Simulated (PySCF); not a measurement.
CH₆ClFOSi₂, SMILES C[SiH2][Si@](O)(F)Cl.

Geometry: PBE-D3(BJ)/def2-SVP. The structure was generated by enumeration; whether it is a known compound was not checked. The values are those of a single conformer.

Level of theory: PBE-D3(BJ)/def2-SVP in PySCF.

Frequencies are harmonic and unscaled.

Computed harmonic wavenumbers and intensities:
| mode | ν (cm⁻¹) | IR (km/mol) | moving atoms (share of kinetic energy) |
|---|---|---|---|
| 1 | 37 | 0.3 | C 35 %, H 27 %, O 12 %, Cl 11 %, Si 10 % |
| 2 | 79 | 1.0 | C 30 %, Cl 25 %, F 18 %, H 15 % |
| 3 | 109 | 0.6 | H 32 %, O 25 %, Si 23 %, Cl 14 % |
| 4 | 159 | 12.7 | H 33 %, F 22 %, O 16 %, C 11 %, Si 10 %, Cl 9 % |
| 5 | 176 | 0.3 | H 84 %, Si 8 % |
| 6 | 222 | 24.8 | H 33 %, Si 23 %, F 20 %, C 10 % |
| 7 | 243 | 8.6 | F 46 %, Cl 20 %, Si 18 %, H 9 % |
| 8 | 261 | 45.5 | Si 38 %, H 27 %, O 19 %, F 11 % |
| 9 | 310 | 68.3 | O 43 %, H 25 %, Cl 13 %, F 12 % |
| 10 | 418 | 33.8 | Si 37 %, H 26 %, Cl 18 %, F 11 % |
| 11 | 438 | 3.5 | H 65 %, Si 25 % |
| 12 | 548 | 123.1 | Si 58 %, Cl 23 %, H 17 % |
| 13 | 600 | 18.2 | H 85 %, Si 10 % |
| 14 | 652 | 18.1 | H 82 %, C 17 % |
| 15 | 694 | 38.9 | C 38 %, Si 35 %, H 27 % |
| 16 | 773 | 190.6 | H 51 %, O 29 %, Si 12 %, F 8 % |
| 17 | 831 | 238.6 | H 60 %, Si 17 %, F 12 %, C 8 % |
| 18 | 859 | 33.1 | H 78 %, C 17 % |
| 19 | 875 | 9.5 | H 43 %, Si 29 %, F 21 % |
| 20 | 897 | 68.0 | H 89 % |
| 21 | 924 | 95.6 | Si 44 %, O 32 %, F 12 %, H 11 % |
| 22 | 1214 | 10.7 | H 80 %, C 20 % |
| 23 | 1382 | 6.8 | H 96 % |
| 24 | 1388 | 3.1 | H 96 % |
| 25 | 2158 | 72.1 | H 98 % |
| 26 | 2167 | 82.6 | H 96 % |
| 27 | 2982 | 1.9 | H 97 % |
| 28 | 3088 | 0.5 | H 91 %, C 9 % |
| 29 | 3088 | 0.6 | H 91 %, C 9 % |
| 30 | 3739 | 81.9 | H 94 % |
